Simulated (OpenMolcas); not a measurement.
# OpenMolcas run: Fe4+

Input:

```
&GATEWAY
Coord
1

Fe 0.0 0.0 0.0
Basis=ANO-RCC-VQZP
Group=XYZ
NoMove
AngMom=0.0 0.0 0.0
AMFI
&SEWARD
* reference wave functions (RASSCF and RASSI steps not shown): 4 electrons in 5 orbitals (3d)
>>> COPY JOB001 $Project.JobIph
&CASPT2
Multistate=5 1 2 3 4 5
Frozen=2 3
IPEA=0.25
Imaginary=0.1
MaxIter=60
WThr=0.0 0.3 0.05
PrWF=0.5
NoMix
>>> COPY JOB002 $Project.JobIph
&CASPT2
Multistate=45 1 2 3 4 5 6 7 8 9 10 11 12 13 14 15 16 17 18 19 20 21 22
23 24 25 26 27 28 29 30 31 32 33 34 35 36 37 38 39 40 41 42 43 44 45
Frozen=2 3
IPEA=0.25
Imaginary=0.1
MaxIter=60
WThr=0.0 0.3 0.05
PrWF=0.5
NoMix
>>> COPY JOB003 $Project.JobIph
&CASPT2
Multistate=50 1 2 3 4 5 6 7 8 9 10 11 12 13 14 15 16 17 18 19 20 21 22
23 24 25 26 27 28 29 30 31 32 33 34 35 36 37 38 39 40 41 42 43 44 45 46
47 48 49 50
Frozen=2 3
IPEA=0.25
Imaginary=0.1
MaxIter=60
WThr=0.0 0.3 0.05
PrWF=0.5
NoMix
```

Output, cut to the results:

```
--- CASPT2 ---
Orbital specifications:
      -----------------------

      Symmetry species                           1   2
                                                ag  au
      Frozen orbitals                            2   3
      Inactive orbitals                          1   3
      Active orbitals                            5   0
      Secondary orbitals                        37  44
      Deleted orbitals                           0   0
      Number of basis functions                 45  50
Type of calculation                        MS-CASPT2
      Fock operator                              state-specific
      IPEA shift                                 0.25
      Real shift                                 0.00
      Imaginary shift                            0.10
      The input orbitals will be transformed to quasi-canonical
Reference energy:       -1267.5172179389
      E2 (Non-variational):      -0.4007498101
      Shift correction:          -0.0000504766
      E2 (Variational):          -0.4008002867
      Total energy:           -1267.9180182256
      Residual norm:              0.0000005642
      Reference weight:           0.96165
      Contributions to the CASPT2 correlation energy
      Active & Virtual Only:         -0.0458502586
      One Inactive Excited:          -0.2076381284
      Two Inactive Excited:          -0.1472614231
Reference energy:       -1267.5172179389
      E2 (Non-variational):      -0.4007675190
      Shift correction:          -0.0000505026
      E2 (Variational):          -0.4008180216
      Total energy:           -1267.9180359605
      Residual norm:              0.0000005659
      Reference weight:           0.96164
      Contributions to the CASPT2 correlation energy
      Active & Virtual Only:         -0.0458502336
      One Inactive Excited:          -0.2076565354
      Two Inactive Excited:          -0.1472607500
::    CASPT2 Root  1     Total energy:  -1267.91801823
::    CASPT2 Root  2     Total energy:  -1267.91803596
::    CASPT2 Root  3     Total energy:  -1267.91803234
::    CASPT2 Root  4     Total energy:  -1267.91797009
::    CASPT2 Root  5     Total energy:  -1267.91801922
::    MS-CASPT2 Root  1     Total energy:  -1267.91804715
::    MS-CASPT2 Root  2     Total energy:  -1267.91804370
::    MS-CASPT2 Root  3     Total energy:  -1267.91802938
::    MS-CASPT2 Root  4     Total energy:  -1267.91798900
::    MS-CASPT2 Root  5     Total energy:  -1267.91796661
--- CASPT2 ---
Orbital specifications:
      -----------------------

      Symmetry species                           1   2
                                                ag  au
      Frozen orbitals                            2   3
      Inactive orbitals                          1   3
      Active orbitals                            5   0
      Secondary orbitals                        37  44
      Deleted orbitals                           0   0
      Number of basis functions                 45  50
Type of calculation                        MS-CASPT2
      Fock operator                              state-specific
      IPEA shift                                 0.25
      Real shift                                 0.00
      Imaginary shift                            0.10
      The input orbitals will be transformed to quasi-canonical
Reference energy:       -1267.3946756739
      E2 (Non-variational):      -0.4106235363
      Shift correction:          -0.0000538315
      E2 (Variational):          -0.4106773678
      Total energy:           -1267.8053530417
      Residual norm:              0.0000003056
      Reference weight:           0.96041
      Contributions to the CASPT2 correlation energy
      Active & Virtual Only:         -0.0509694198
      One Inactive Excited:          -0.2179735282
      Two Inactive Excited:          -0.1416805883
Reference energy:       -1267.3946756739
      E2 (Non-variational):      -0.4106149712
      Shift correction:          -0.0000538336
      E2 (Variational):          -0.4106688047
      Total energy:           -1267.8053444787
      Residual norm:              0.0000003134
      Reference weight:           0.96041
      Contributions to the CASPT2 correlation energy
      Active & Virtual Only:         -0.0509762313
      One Inactive Excited:          -0.2178952846
      Two Inactive Excited:          -0.1417434552
::    CASPT2 Root  1     Total energy:  -1267.80535304
::    CASPT2 Root  2     Total energy:  -1267.80534448
::    CASPT2 Root  3     Total energy:  -1267.80528938
::    CASPT2 Root  4     Total energy:  -1267.80531281
::    CASPT2 Root  5     Total energy:  -1267.80547597
::    CASPT2 Root  6     Total energy:  -1267.80524470
::    CASPT2 Root  7     Total energy:  -1267.80529327
::    CASPT2 Root  8     Total energy:  -1267.80545207
::    CASPT2 Root  9     Total energy:  -1267.80535490
::    CASPT2 Root 10     Total energy:  -1267.80536415
::    CASPT2 Root 11     Total energy:  -1267.80536123
::    CASPT2 Root 12     Total energy:  -1267.80377093
::    CASPT2 Root 13     Total energy:  -1267.80377150
::    CASPT2 Root 14     Total energy:  -1267.80376829
::    CASPT2 Root 15     Total energy:  -1267.79769219
::    CASPT2 Root 16     Total energy:  -1267.79756952
::    CASPT2 Root 17     Total energy:  -1267.79749008
::    CASPT2 Root 18     Total energy:  -1267.79716427
::    CASPT2 Root 19     Total energy:  -1267.79747940
::    CASPT2 Root 20     Total energy:  -1267.79745178
::    CASPT2 Root 21     Total energy:  -1267.79722924
::    CASPT2 Root 22     Total energy:  -1267.78262011
::    CASPT2 Root 23     Total energy:  -1267.78245657
::    CASPT2 Root 24     Total energy:  -1267.78263651
::    CASPT2 Root 25     Total energy:  -1267.78256350
::    CASPT2 Root 26     Total energy:  -1267.78246542
::    CASPT2 Root 27     Total energy:  -1267.78245740
::    CASPT2 Root 28     Total energy:  -1267.78255971
::    CASPT2 Root 29     Total energy:  -1267.78260291
...
```

Levels above the lowest, from the spin-orbit matrix with the single-state CASPT2 energies, averaged by term, on its diagonal:

| Configuration | Term | J | E (cm⁻¹) | Measured (cm⁻¹) | g | Term weight % |
| --- | --- | --- | --- | --- | --- | --- |
| 3d⁴ | ⁵D | 0 | 0.0 | 0.0 |  | 100 |
| 3d⁴ | ⁵D | 1 | 147 | 142 | 1.501 | 100 |
| 3d⁴ | ⁵D | 2 | 431 | 417 | 1.501 | 100 |
| 3d⁴ | ⁵D | 3 | 838 | 803 | 1.501 | 100 |
| 3d⁴ | ⁵D | 4 | 1351 | 1283 | 1.501 | 100 |
| 3d⁴ | ³P(1) | 0 | 24310 | 24055 |  | 99 |
| 3d⁴ | ³H | 4 | 25140 | 24932 | 0.805 | 98 |
| 3d⁴ | ³P(1) | 1 | 25190 | 24973 | 1.500 | 100 |
| 3d⁴ | ³H | 5 | 25460 | 25226 | 1.036 | 99 |
| 3d⁴ | ³H | 6 | 25820 | 25528 | 1.167 | 100 |
| 3d⁴ | ³P(1) | 2 | 26680 | 26468 | 1.500 | 100 |
| 3d⁴ | ³F(1) | 2 | 27070 | 26761 | 0.667 | 100 |
| 3d⁴ | ³F(1) | 3 | 27160 | 26842 | 1.071 | 96 |
| 3d⁴ | ³F(1) | 4 | 27320 | 26974 | 1.239 | 95 |
| 3d⁴ | ³G | 3 | 30300 | 29817 | 0.762 | 96 |
| 3d⁴ | ³G | 4 | 30670 | 30147 | 1.055 | 95 |
| 3d⁴ | ³G | 5 | 30980 | 30430 | 1.198 | 99 |
| 3d⁴ | ³D | 3 | 37410 | 36630 | 1.334 | 100 |
| 3d⁴ | ³D | 2 | 37540 | 36758 | 1.167 | 99 |
| 3d⁴ | ¹G(1) | 4 | 37550 | 36586 | 1.001 | 98 |
| 3d⁴ | ³D | 1 | 37670 | 36925 | 0.500 | 100 |
| 3d⁴ | ¹I | 6 | 38080 | 37512 | 1.000 | 100 |
| 3d⁴ | ¹S(1) | 0 | 40570 | 39633 |  | 99 |
| 3d⁴ | ¹D(1) | 2 | 47620 | 46291 | 1.001 | 99 |

Against the 23 measured excited levels shown (Corliss and Sugar, J. Phys. Chem. Ref. Data 11, 135 (1982)) the mean absolute deviation is 440 cm-1; the largest miss in energy is 3d⁴ ¹D₂(1): computed 47620, measured 46291 cm⁻¹ (+2.9 %), and the largest in proportion 3d⁴ ⁵D₄ (+5.3 %).

CASPT2 does not keep the components of a term degenerate, so their means are used; among the terms shown or strongly mixed into the levels shown the widest spread is 370 cm-1 (3d⁴ ¹G(1)). The CASPT2 spread within a term exceeds the gap to the next term for 3d⁴ ¹G(1) and 3d⁴ ³D, so the order of their levels is uncertain. Measured partners are found by configuration, term and J. A level has none where our copy of the source lacks it or the pairing is in doubt (some pairs that miss far off the trend of their configuration count as doubtful), and it then counts in no deviation. Only configurations of the active space appear. The table shows the lowest 24 of 34 levels.

The term weight is that of the spin-free term in the level, not the purity of its configuration. A number in round brackets counts repeated terms of one configuration in the order of the reference energies.
